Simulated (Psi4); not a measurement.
Psi4 input (wB97X-D/6-31G*):

```
memory 1500 MB

molecule {
0 2
C     1.99858200    0.43657800   -0.33249500
B     0.50072800    0.55085800    0.09117800
N    -0.48406700   -0.40268700   -0.03682800
C    -1.88062900   -0.29159800    0.35998800
H     2.26017500    1.21143400   -1.05787800
H     2.24246100   -0.53760700   -0.77914400
H     2.66013300    0.58589700    0.52486500
H    -0.25256400   -1.30148300   -0.45055300
H    -2.04505400    0.69400700    0.79107200
H    -2.14120700   -1.04600000    1.10687500
H    -2.54683100   -0.41160300   -0.49828800
symmetry c1
no_reorient
no_com
}

set {
  basis 6-31G*
  reference uks
  scf_type pk
  dft_radial_points 99
  dft_spherical_points 590
  e_convergence 1e-8
  d_convergence 1e-7
  maxiter 150
}

e = energy('wb97x-d')
print_out(f'\nFINAL {e:.10f} DIPOLE {variable("CURRENT DIPOLE")[0]:.6f} {variable("CURRENT DIPOLE")[1]:.6f} {variable("CURRENT DIPOLE")[2]:.6f}\n')
```

Output:

```
   => Loading Basis Set <=

    Name: 6-31G*
    Role: ORBITAL
    Keyword: BASIS
    atoms 1, 4 entry C          line   111 file 6-31gs.gbs
    atoms 2    entry B          line    94 file 6-31gs.gbs
    atoms 3    entry N          line   128 file 6-31gs.gbs
    atoms 5-11 entry H          line    44 file 6-31gs.gbs

   => WB97X-D: Empirical Dispersion <=

    Chai and Head-Gordon Dispersion Correction
    Chai, J.-D.; Head-Gordon, M. (2010), J. Chem. Phys., 132: 6615-6620

        s6 =       1.000000

         ---------------------------------------------------------
                                   SCF
               by Justin Turney, Rob Parrish, Andy Simmonett
                          and Daniel G. A. Smith
                              UKS Reference
         ---------------------------------------------------------

  ==> Geometry <==

    Molecular point group: c1
    Full point group: C1

    Geometry (in Angstrom), charge = 0, multiplicity = 2:

       Center              X                  Y                   Z               Mass
    ------------   -----------------  -----------------  -----------------  -----------------
         C            1.998582000000     0.436578000000    -0.332495000000    12.000000000000
         B            0.500728000000     0.550858000000     0.091178000000    11.009305360000
         N           -0.484067000000    -0.402687000000    -0.036828000000    14.003074004430
         C           -1.880629000000    -0.291598000000     0.359988000000    12.000000000000
         H            2.260175000000     1.211434000000    -1.057878000000     1.007825032230
         H            2.242461000000    -0.537607000000    -0.779144000000     1.007825032230
         H            2.660133000000     0.585897000000     0.524865000000     1.007825032230
         H           -0.252564000000    -1.301483000000    -0.450553000000     1.007825032230
         H           -2.045054000000     0.694007000000     0.791072000000     1.007825032230
         H           -2.141207000000    -1.046000000000     1.106875000000     1.007825032230
         H           -2.546831000000    -0.411603000000    -0.498288000000     1.007825032230

  Running in c1 symmetry.

  Rotational constants: A =      1.40326  B =      0.11860  C =      0.11397 [cm^-1]
  Rotational constants: A =  42068.72467  B =   3555.45651  C =   3416.87957 [MHz]
  Nuclear repulsion =  106.437324541780512

  Charge       = 0
  Multiplicity = 2
  Electrons    = 31
  Nalpha       = 16
  Nbeta        = 15

  ==> Algorithm <==

  SCF Algorithm Type is PK.
  DIIS enabled.
  MOM disabled.
  Fractional occupation disabled.
  Guess Type is SAD.
  Energy threshold   = 1.00e-08
  Density threshold  = 1.00e-07
  Integral threshold = 1.00e-12

  ==> Primary Basis <==

  Basis Set: 6-31G*
    Blend: 6-31G*
    Number of shells: 38
    Number of basis functions: 74
    Number of Cartesian functions: 74
    Spherical Harmonics?: false
    Max angular momentum: 2

  ==> DFT Potential <==

   => LibXC <=

    Version 7.1.2
    S. Lehtola, C. Steigemann, M. J. T. Oliveira, and M. A. L. Marques,  SoftwareX 7, 1–5 (2018) (10.1016/j.softx.2017.11.002)

   => Composite Functional: WB97X-D <=

    wB97X-D Hyb-GGA Exchange-Correlation Functional

    J.-D. Chai and M. Head-Gordon,  Phys. Chem. Chem. Phys. 10, 6615–6620 (2008) (10.1039/B810189B)

    Deriv               =              1
    GGA                 =           TRUE
    Meta                =          FALSE

    Exchange Hybrid     =           TRUE
    MP2 Hybrid          =          FALSE

   => Exchange-Correlation Functionals <=

    1.0000   wB97X-D range-separated functional

   => Exact (HF) Exchange <=

    0.7780            HF,LR [omega = 0.2000]
    0.2220               HF

   => LibXC Density Thresholds  <==

    XC_HYB_GGA_XC_WB97X_D:  1.00E-14

   => Molecular Quadrature <=

    Radial Scheme          =       TREUTLER
    Pruning Scheme         =           NONE
    Nuclear Scheme         =       TREUTLER

    Blocking Scheme        =         OCTREE
    BS radius alpha        =              1
    Pruning alpha          =              1
    Radial Points          =             99
    Spherical Points       =            590
    Total Points           =         604563
    Total Blocks           =           4269
    Max Points             =            256
    Max Functions          =             73
    Weights Tolerance      =       1.00E-15

  ==> Integral Setup <==

  Using in-core PK algorithm.
   Calculation information:
      Number of atoms:                  11
      Number of AO shells:              38
      Number of primitives:             88
      Number of atomic orbitals:        74
      Number of basis functions:        74

      Integral cutoff                 1.00e-12
      Number of threads:                 1

  Performing in-core PK
  Using 11555100 doubles for integral storage.
  We computed 251867 shell quartets total.
  Whereas there are 274911 unique shell quartets.

  Computing range-separated integrals for PK
  We computed 251867 wK shell quartets total.
  Whereas there are 274911 wK unique shell quartets.

  ==> DiskJK: Disk-Based J/K Matrices <==

    J tasked:                  Yes
    K tasked:                  Yes
    wK tasked:                 Yes
    Omega:               2.000E-01
    Schwarz Cutoff:          1E-12


  Cached 50.0% of DFT collocation blocks in 0.520 [GiB].

  Minimum eigenvalue in the overlap matrix is 7.2860512768E-03.
  Reciprocal condition number of the overlap matrix is 1.0757892005E-03.
    Using symmetric orthogonalization.

  ==> Pre-Iterations <==

  SCF Guess: Superposition of Atomic Densities via on-the-fly atomic UHF (no occupation information).

   -------------------------
    Irrep   Nso     Nmo
   -------------------------
     A         74      74
   -------------------------
    Total      74      74
   -------------------------

  ==> Iterations <==

                        Total Energy        Delta E     RMS |[F,P]|

   @UKS iter SAD:  -159.09574911390965   -1.59096e+02   0.00000e+00
   @UKS iter   1:  -159.73293326316832   -6.37184e-01   8.74467e-03 DIIS/ADIIS
   @UKS iter   2:  -159.81145641180302   -7.85231e-02   7.28462e-03 DIIS/ADIIS
   @UKS iter   3:  -159.93893582417670   -1.27479e-01   1.02656e-03 DIIS/ADIIS
   @UKS iter   4:  -159.94137228044494   -2.43646e-03   2.78012e-04 DIIS/ADIIS
   @UKS iter   5:  -159.94163378845863   -2.61508e-04   6.52533e-05 DIIS
   @UKS iter   6:  -159.94165508848906   -2.13000e-05   2.03921e-05 DIIS
   @UKS iter   7:  -159.94165968252156   -4.59403e-06   8.84689e-06 DIIS
   @UKS iter   8:  -159.94166105865136   -1.37613e-06   3.40145e-06 DIIS
   @UKS iter   9:  -159.94166128281424   -2.24163e-07   1.06771e-06 DIIS
   @UKS iter  10:  -159.94166129426142   -1.14472e-08   4.68409e-07 DIIS
   @UKS iter  11:  -159.94166129566821   -1.40679e-09   1.01948e-07 DIIS
   @UKS iter  12:  -159.94166129576982   -1.01608e-10   2.62681e-08 DIIS
  Energy and wave function converged.

  ==> Post-Iterations <==

   Electrons on quadrature grid:
      Nalpha   =   15.9999996884 ; deviation = -3.116e-07
      Nbeta    =   14.9999995925 ; deviation = -4.075e-07
      Ntotal   =   30.9999992809 ; deviation = -7.191e-07

   @Spin Contamination Metric:   3.363462794E-03
   @S^2 Expected:                7.500000000E-01
   @S^2 Observed:                7.533634628E-01
   @S   Expected:                5.000000000E-01
   @S   Observed:                5.000000000E-01

    Orbital Energies [Eh]
    ---------------------

    Alpha Occupied:

       1A    -14.450691     2A    -10.319925     3A    -10.260150
       4A     -6.838152     5A     -0.987687     6A     -0.791002
       7A     -0.761536     8A     -0.611230     9A     -0.546222
      10A     -0.517955    11A     -0.478325    12A     -0.470360
      13A     -0.465991    14A     -0.427781    15A     -0.343115
      16A     -0.232872

    Alpha Virtual:

      17A      0.116896    18A      0.181769    19A      0.206151
      20A      0.228074    21A      0.240320    22A      0.255063
      23A      0.267935    24A      0.270395    25A      0.291263
      26A      0.374279    27A      0.410998    28A      0.546723
      29A      0.566126    30A      0.577847    31A      0.642498
      32A      0.663428    33A      0.667079    34A      0.756093
      35A      0.760627    36A      0.787991    37A      0.811033
      38A      0.877738    39A      0.911596    40A      0.948546
      41A      0.961542    42A      1.005196    43A      1.018041
      44A      1.034589    45A      1.055798    46A      1.064675
      47A      1.132482    48A      1.214303    49A      1.312878
      50A      1.373045    51A      1.375340    52A      1.522786
      53A      1.555705    54A      1.645184    55A      1.759934
      56A      1.818128    57A      1.916142    58A      2.016579
      59A      2.054883    60A      2.125123    61A      2.179748
      62A      2.313370    63A      2.359684    64A      2.396002
      65A      2.398337    66A      2.461979    67A      2.469115
      68A      2.638667    69A      2.795120    70A      2.902675
      71A      3.632637    72A      4.034986    73A      4.377278
      74A      4.393082

    Beta Occupied:

       1A    -14.451073     2A    -10.319467     3A    -10.259473
       4A     -6.830389     5A     -0.985769     6A     -0.786326
       7A     -0.759766     8A     -0.599890     9A     -0.542296
      10A     -0.518076    11A     -0.468599    12A     -0.467464
      13A     -0.463497    14A     -0.418123    15A     -0.342555

    Beta Virtual:

      16A      0.047692    17A      0.138149    18A      0.186388
      19A      0.207550    20A      0.230472    21A      0.242624
      22A      0.255379    23A      0.271415    24A      0.271689
      25A      0.294135    26A      0.377680    27A      0.421263
      28A      0.560542    29A      0.569665    30A      0.621269
      31A      0.653271    32A      0.671804    33A      0.672749
      34A      0.756736    35A      0.767173    36A      0.796377
      37A      0.821114    38A      0.875899    39A      0.915567
      40A      0.957411    41A      0.962867    42A      1.006302
      43A      1.019039    44A      1.036555    45A      1.059004
      46A      1.066656    47A      1.143781    48A      1.216747
      49A      1.329105    50A      1.377743    51A      1.419644
      52A      1.524269    53A      1.573821    54A      1.657563
      55A      1.782476    56A      1.840195    57A      1.918870
      58A      2.025080    59A      2.067133    60A      2.131352
      61A      2.185654    62A      2.314618    63A      2.363706
      64A      2.399044    65A      2.406444    66A      2.468666
      67A      2.472608    68A      2.647413    69A      2.801744
      70A      2.912620    71A      3.695149    72A      4.034992
      73A      4.378246    74A      4.396208

    Final Occupation by Irrep:
              A
    DOCC [    15 ]
    SOCC [     1 ]
    NA   [    16 ]
    NB   [    15 ]

  @UKS Final Energy:  -159.94166129576982

   => Energetics <=

    Nuclear Repulsion Energy =            106.4373245417805123
    One-Electron Energy =                -424.8205977176277202
    Two-Electron Energy =                 175.0480433590079770
    DFT Exchange-Correlation Energy =     -16.6033126968255864
    Empirical Dispersion Energy =          -0.0031187821050176
    VV10 Nonlocal Energy =                  0.0000000000000000
    Total Energy =                       -159.9416612957698192

  UHF NO Occupations:
  HONO-2 :   14  A 1.9996074
  HONO-1 :   15  A 1.9989146
  HONO-0 :   16  A 1.0000000
  LUNO+0 :   17  A 0.0010854
  LUNO+1 :   18  A 0.0003926
  LUNO+2 :   19  A 0.0001225
  LUNO+3 :   20  A 0.0000405

Computation Completed

Properties will be evaluated at   0.000000,   0.000000,   0.000000 [a0]

Properties computed using the SCF density matrix

 Multipole Moments:

 ------------------------------------------------------------------------------------
     Multipole            Electronic (a.u.)      Nuclear  (a.u.)        Total (a.u.)
 ------------------------------------------------------------------------------------

 L = 1.  Multiply by 2.5417464519 to convert [e a0] to [Debye]
 Dipole X            :         -0.3452923            0.0000038           -0.3452885
 Dipole Y            :         -0.5977291            0.0000113           -0.5977178
 Dipole Z            :         -0.1489788            0.0000019           -0.1489769
 Magnitude           :                                                    0.7061762

 ------------------------------------------------------------------------------------

FINAL -159.9416612958 DIPOLE -0.345289 -0.597718 -0.148977

*** Psi4 exiting successfully. Buy a developer a beer!
```

The geometry given is a B3LYP-D3(BJ)/def2-TZVP minimum.
